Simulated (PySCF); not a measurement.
Sn(OMe)(SiH3) (CH₆OSiSn), SMILES [O]([Sn][SiH3])C (connectivity only; charge and spin as stated), neutral, multiplicity 1.

The structure is a stationary point at PBE0-D3(BJ)/def2-SVP. The structure was generated by enumeration; whether it is a known compound was not checked. The def2 effective core potentials stand for the cores of Sn; spin–orbit coupling is left out. Other conformers were not sampled.

The numbers are results of PBE0-D3(BJ)/def2-SVP (PySCF), not measurements.

Frequencies are harmonic and unscaled.

| mode | ν (cm⁻¹) | IR (km/mol) | moving atoms (share of kinetic energy) |
|---|---|---|---|
| 1 | 84 | 0.1 | H 99 % |
| 2 | 111 | 0.3 | H 91 % |
| 3 | 119 | 2.4 | Si 32 %, C 28 %, H 21 %, Sn 10 %, O 8 % |
| 4 | 140 | 16.0 | O 53 %, H 28 %, C 15 % |
| 5 | 241 | 0.5 | O 27 %, C 25 %, H 22 %, Si 20 % |
| 6 | 263 | 27.3 | Si 51 %, Sn 22 %, H 14 % |
| 7 | 337 | 9.1 | H 89 %, Si 9 % |
| 8 | 414 | 18.1 | H 82 %, Si 11 % |
| 9 | 520 | 71.0 | O 64 %, C 14 %, Sn 14 % |
| 10 | 836 | 263.6 | H 91 %, Si 9 % |
| 11 | 926 | 32.3 | H 98 % |
| 12 | 937 | 30.9 | H 97 % |
| 13 | 1157 | 140.8 | C 36 %, O 35 %, H 29 % |
| 14 | 1168 | 2.2 | H 76 %, C 19 % |
| 15 | 1189 | 47.2 | H 49 %, C 27 %, O 24 % |
| 16 | 1457 | 0.5 | H 96 % |
| 17 | 1464 | 15.9 | H 90 %, C 9 % |
| 18 | 1473 | 21.3 | H 94 % |
| 19 | 2177 | 87.7 | H 99 % |
| 20 | 2191 | 98.6 | H 96 % |
| 21 | 2195 | 114.3 | H 96 % |
| 22 | 2984 | 71.6 | H 97 % |
| 23 | 3066 | 50.7 | H 91 %, C 9 % |
| 24 | 3084 | 33.2 | H 90 %, C 10 % |
